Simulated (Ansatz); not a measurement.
Computed with Ansatz on PBE0-D4/def2-TZVP structures; ΔE is electronic, products minus reactants. CCSD(T)/CBS adds triple-zeta CCSD(T) − MP2 to the extrapolated MP2 energy (def2 sets, frozen cores). This one scheme is used for every species. DFT in def2-TZVPP. B3LYP here is the variant with VWN-RPA as its local correlation; programs differ in this. HSE06 is defined as in plane-wave codes. For Ge outer-core shells are correlated without core-valence functions, which leaves a few kJ/mol of doubt a bond. Scalar relativity is left out up to krypton. One conformer a species, not always the lowest.

`[SiH3][SiH2][SiH2][GeH3]` + H₂ → `[SiH3][GeH3]` + `[SiH3][SiH3]`  (hydrogenolysis of the Si–Si bond)

`[SiH3][SiH2][SiH2][GeH3]`:

Cartesian coordinates in Å:
```
Si -1.384 1.887 -0.300
Si 0.516 1.261 0.910
Si 0.623 -1.069 1.054
Ge 0.543 -2.015 -1.129
H -2.605 1.351 0.361
H -1.502 3.367 -0.394
H -1.306 1.325 -1.675
H 0.482 1.873 2.269
H 1.731 1.758 0.206
H -0.538 -1.571 1.841
H 1.873 -1.501 1.740
H -0.814 -1.712 -1.786
H 0.732 -3.541 -1.084
H 1.649 -1.413 -2.013
```

H₂:

```xyz
2

H     0.284   -0.074    0.230
H    -0.284    0.074   -0.230
```

`[SiH3][GeH3]`:

```xyz
8

Si   -0.718   -0.762    0.586
Ge    0.705    0.748   -0.575
H    -1.765   -0.010    1.327
H     0.072   -1.566    1.556
H    -1.379   -1.683   -0.375
H    -0.101    1.579   -1.587
H     1.797   -0.018   -1.340
H     1.389    1.713    0.408
```

`[SiH3][SiH3]`:

Cartesian coordinates in Å:
```
Si -0.793 -0.476 -0.715
Si 0.793 0.476 0.715
H -0.205 -1.635 -1.439
H -1.971 -0.948 0.062
H -1.253 0.526 -1.714
H 1.972 0.945 -0.062
H 1.251 -0.524 1.717
H 0.206 1.637 1.436
```

```csv
level,ΔE (kcal/mol),difference from CCSD(T)/CBS
revPBE-D4,2.8,3.7
r2SCANh-D4,-0.2,0.7
r2SCAN0-D4,-0.7,0.2
HSE06-D4,0.9,1.8
BHLYP-D4,-2.7,-1.8
CAM-B3LYP-D4,-3.5,-2.6
PBE-QIDH,-1.4,-0.5
PBE,-0.4,0.5
B3LYP,-5.5,-4.6
HSE06,-1.5,-0.6
BHLYP,-6.9,-6.0
RPA@PBE/def2-TZVPP,-2.8,-1.9
CCSD/def2-SVP,-5.1,-4.2
HF/def2-TZVPP,-10.6,-9.7
HF/def2-QZVPP,-10.8,-9.9
CCSD/CBS(def2),-2.6,-1.7
CCSD(T)/CBS,-0.9,0
```

Largest T1 diagnostic among the species: 0.013.

In def2-TZVPP, CCSD(T) changes the Hartree–Fock value by +8.8 kcal/mol (the triples alone add +1.7 kcal/mol) and MP2 by +9.7 kcal/mol. From BLYP to BHLYP (50 % exact exchange), in def2-TZVPP and without D4, ΔE moves by −1.7 kcal/mol. At CCSD(T), def2-SVP lies −3.0 kcal/mol from the extrapolated value and def2-TZVPP −0.9 kcal/mol.
